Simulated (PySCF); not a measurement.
From a raw peak list to a structure

Formula C$_{11}$H$_{10}$. The spectrum was simulated from the full spin Hamiltonian at 500 MHz with 0.8 Hz Lorentzian lines, from shifts rounded to 0.01 ppm and J to 0.1 Hz, couplings under 1 Hz left out.

Maxima in ppm (height), grouped by integral:
1H: 8.411 (29), 8.389 (30)
1H: 8.351 (29), 8.329 (30)
1H: 7.977 (6), 7.975 (13), 7.973 (13), 7.971 (6), 7.969 (7), 7.967 (14), 7.965 (14), 7.963 (6)
1H: 7.853 (14), 7.830 (29), 7.808 (16)
1H: 7.544 (30), 7.536 (29)
2H: 7.322 (16), 7.300 (28), 7.278 (14), 7.252 (16), 7.230 (28), 7.208 (14)
3H: 2.791 (100), 2.789 (100)

PySCF 2.14.0 with density-fitted response routines calculation with structure optimised with PBE0-D3(BJ)/def2-SVP, B3LYP/pcJ-1 coupling constants (without the spin–dipole term) and GIAO PBE0/pcSseg-1 shieldings; fast rotation and ring inversion assumed for equivalent nuclei, no solvent model, one computed conformer, non-relativistic.

Chemical shifts δ = σref − σ; $^{1}$H against TMS, all at this level.

Problem. Analyse the multiplets.

Solution. $^{1}$H NMR (500 MHz, computed): δ 8.40 (d, J = 10.9 Hz, 1H), 8.34 (d, J = 10.9 Hz, 1H), 7.97 (dq, J = 4.3, 1.0 Hz, 1H), 7.83 (t, J = 11.1 Hz, 1H), 7.54 (d, J = 4.3 Hz, 1H), 7.30 (t, J = 11.0 Hz, 1H), 7.23 (t, J = 11.0 Hz, 1H), 2.79 (d, J = 1.0 Hz, 3H). These are first-order names from the parameters used; overlap and second-order distortion can hide them in the list.

Problem. What is the compound?

Solution. 1-methylazulene (SMILES c1cc2ccc(C)c-2ccc1).

Atom-mapped SMILES (the numbers label the heavy atoms): `[CH3:1][c:2]1[cH:3][cH:4][c:5]2[cH:6][cH:7][cH:8][cH:9][cH:10][c:11]1-2`. Each H is labelled by its parent atom.

1. δ 8.40: H(C10), hydrogen on an aromatic CH, coupled to H(C9) (10.9 Hz).
2. δ 8.34: H(C6), hydrogen on an aromatic CH, coupled to H(C7) (10.9 Hz).
3. δ 7.97: H(C3), hydrogen on an aromatic CH, coupled to H(C4) (4.3 Hz), H(C1) (1.0 Hz).
4. δ 7.83: H(C8), hydrogen on an aromatic CH, coupled to H(C9) and H(C7) (11.1 Hz).
5. δ 7.54: H(C4), hydrogen on an aromatic CH, coupled to H(C3) (4.3 Hz).
6. δ 7.30: H(C9), hydrogen on an aromatic CH, coupled to H(C8) and H(C10) (11.0 Hz).
7. δ 7.23: H(C7), hydrogen on an aromatic CH, coupled to H(C8) and H(C6) (11.0 Hz).
8. δ 2.79: H(C1), hydrogen on a methyl carbon on an aromatic ring, coupled to H(C3) (1.0 Hz).

The shifts were computed for this structure.

Multiplet labels drop couplings under 1 Hz and merge nearly equal ones. Unscaled 3J(H,H) at this level run about 10 % above measured values.
